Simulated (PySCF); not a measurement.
HfO2 (SMILES [O]=[Hf]=[O]), singlet, geometry from GFN2-xTB (such geometries of metal compounds can be far from the true shape) (core potentials on Hf).

Here is a job for PySCF.
```python
from pyscf import gto, scf, dft, tdscf

mol = gto.Mole()
mol.atom = '''
    Hf    0.11172400   -0.08952189    0.10908706
    O     0.61918528    0.66096958   -1.42812951
    O    -1.62470131    0.14472740    0.44634598
'''
mol.basis = 'def2-svp'
mol.ecp = {'Hf': 'def2-svp'}
mol.verbose = 4
mol.build()

mf = dft.RKS(mol)
mf.xc = 'pbe'
mf.kernel()
td = mf.TDDFT()
td.nstates = 5
td.kernel(x0=td.get_init_guess(mf, 13), nstates=5)
td.analyze(verbose=3)
```

What does this run give for the number of basis functions, excitation energies found, total energy, HOMO energy, lowest excitation energy found, HOMO-LUMO gap?


```yaml
number_of_basis_functions: 60
excitation_energies_found: 1.13, 2.36, 2.47, 2.97, 2.99 eV
total_energy: -198.2427 Eh
HOMO energy: -5.18 eV
lowest_excitation_energy_found: 1.13 eV
HOMO-LUMO gap: 1.10 eV
```

Roughly what does it cost on one core?

very roughly 13 core-seconds.
